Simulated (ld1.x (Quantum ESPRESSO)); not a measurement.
Configuration tests for Rh (TM)

```json
{"Element": "Rh (Z = 45)", "Generator": "ld1.x (Quantum ESPRESSO) 7.5", "Type": "norm-conserving Troullier–Martins (Kleinman–Bylander form)", "Functional": "LDA (PZ)", "Relativity": "fully relativistic", "Frozen core": "[Ar] 3d10", "Valence charge": "17", "Reference configuration": "4s2 4p6 4d8 5s1 5p0", "Partial waves": "4s (bound): rc 1.30 bohr; 4p (bound): rc 1.35 bohr; 4d (bound): rc 1.50 bohr", "Local potential": "all-electron potential smoothed inside 1.45 bohr (lloc = -1)", "Core correction": "none"}
```

Open shells are filled in proportion to 2j + 1 (rel_dist='average').

Occupied shells without a wave of their own: 5s. They enter only through the test configuration that unscreens the potential.

Energies are relative to the spin-unpolarised reference configuration 4s2 4p6 4d8 5s1 5p0; without spin polarisation the order of configurations can differ from experiment.

```json
{"valence configuration": "4s2 4p6 4d7 5s0 5p0", "charge": "+2", "ΔE all-electron (eV)": "27.560", "error AE − PS (meV)": "-61"}
{"valence configuration": "4s2 4p6 4d6 5s0 5p0", "charge": "+3", "ΔE all-electron (eV)": "60.292", "error AE − PS (meV)": "-83"}
{"valence configuration": "4s2 4p6 4d8 5s0.5 5p0", "charge": "+0.5", "ΔE all-electron (eV)": "3.079", "error AE − PS (meV)": "-17"}
{"valence configuration": "4s2 4p6 4d8.5 5s0.5 5p0", "charge": "0", "ΔE all-electron (eV)": "-0.593", "error AE − PS (meV)": "-12"}
{"valence configuration": "4s2 4p6 4d7 5s1 5p1", "charge": "0", "ΔE all-electron (eV)": "6.616", "error AE − PS (meV)": "-3.1"}
```

Task: What are ΔE and the potential's error for 4s2 4p6 4d7 5s2 5p0?

Result: ΔE = 2.382 eV all-electron; the error (AE − PS) is +38 meV.

Task: What are ΔE and the potential's error for 4s2 4p6 4d8 5s0 5p0?

Result: ΔE = 7.793 eV all-electron; the error (AE − PS) is -39 meV.

Levels in the configuration 4s2 4p6 4d8 5s0.5 5p0:

```csv
level,all-electron (eV),pseudo (eV)
4s j=1/2,-86.222,-86.238
4p j=1/2,-56.956,-56.970
4p j=3/2,-53.001,-53.014
4d j=3/2,-10.091,-10.100
4d j=5/2,-9.691,-9.701
5s j=1/2,-7.761,-7.800
```

A Bessel basis up to 400 Ry misses an occupied level by 0.03 Ry, so cutoffs and ghosts were not judged.
